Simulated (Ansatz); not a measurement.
Geometry optimisation, Ansatz 0.2.0, RKS PBE/def2-SVP.

Input:

```yaml
crystal:
  periodic: [false, false, false]
  atoms:
    - { symbol: Al, position_ang: [-0.7909, -1.2078, 1.6572] }
    - { symbol: O, position_ang: [0.824, -0.6113, 1.099] }
    - { symbol: B, position_ang: [0.7246, -0.515, -0.3718] }
    - { symbol: Si, position_ang: [0.4875, 1.2016, -1.2288] }
    - { symbol: Cl, position_ang: [0.0858, 2.6587, 0.2069] }
    - { symbol: H, position_ang: [-1.1618, -2.7062, 1.7663] }
    - { symbol: H, position_ang: [-1.9451, -0.0799, 1.964] }
    - { symbol: H, position_ang: [1.0574, -1.4423, -1.0278] }
    - { symbol: H, position_ang: [-0.7737, 1.0869, -2.0365] }
    - { symbol: H, position_ang: [1.5753, 1.564, -2.0254] }
basis:
  gaussian: { orbitals: def2-SVP }
hamiltonian:
  xc: pbe
relax:
  f_tol: 0.015
  max_steps: 40
output:
  orbitals: {}
```

Command:

```bash
$ ansatz run input.yaml --threads 2 --pin off --max-ram 3072MiB --backend cpu --events-out ev --progress --plain --runs-dir out
```

**Question.** Where does it end, and by what steps?

**Answer.** It converged. After 24 steps the energy has fallen by 1.759 eV; H6 moved furthest, 2.51 Å. Joined: Al1–Cl5.

| step | energy less start (eV) | largest force component (eV/Å) | accepted |
| --- | --- | --- | --- |
| 0 | 0.0000 | 3.963 | yes |
| 1 | -0.4997 | 2.724 | yes |
| 2 | -0.6993 | 1.838 | yes |
| 3 | -0.8852 | 0.655 | yes |
| 4 | -0.9771 | 0.332 | yes |
| 5 | -1.0286 | 0.515 | yes |
| 6 | -1.0843 | 0.177 | yes |
| 7 | -1.0929 | 0.276 | yes |
| 8 | -1.0937 | 0.288 | yes |
| 9 | -1.1132 | 0.194 | yes |
| 10 | -1.1566 | 0.087 | yes |
| 11 | -1.1882 | 0.216 | yes |
| 12 | -1.2285 | 0.266 | yes |
| 13 | -1.2771 | 0.264 | yes |
| 14 | -1.3290 | 0.182 | yes |
| 15 | -1.3944 | 0.297 | yes |
| 16 | -1.4562 | 0.325 | yes |
| 17 | -1.5579 | 0.346 | yes |
| 18 | -1.6690 | 0.438 | yes |
| 19 | -1.7321 | 0.343 | yes |
| 20 | -1.7480 | 0.144 | yes |
| 21 | -1.7543 | 0.262 | yes |
| 22 | -1.7582 | 0.049 | yes |
| 23 | -1.7587 | 0.040 | yes |
| 24 | -1.7589 | 0.009 | yes |

```xyz
10
Properties=species:S:1:pos:R:3
Al -0.834 -0.689 1.614
O -0.130 -1.426 0.127
B 0.445 -0.975 -0.980
Si 0.614 1.080 -1.095
Cl -0.290 1.636 0.828
H 0.100 -0.849 2.894
H -2.426 -0.688 1.617
H 0.845 -1.714 -1.869
H -0.211 1.845 -2.095
H 1.971 1.729 -1.036
```

Whether the end is a true minimum wasn't checked by a vibrational analysis.

The run took 42 s on 2 threads of Intel(R) Xeon(R) Platinum 8488C (Sapphire Rapids), on a shared host, peak memory 0.22 GiB.
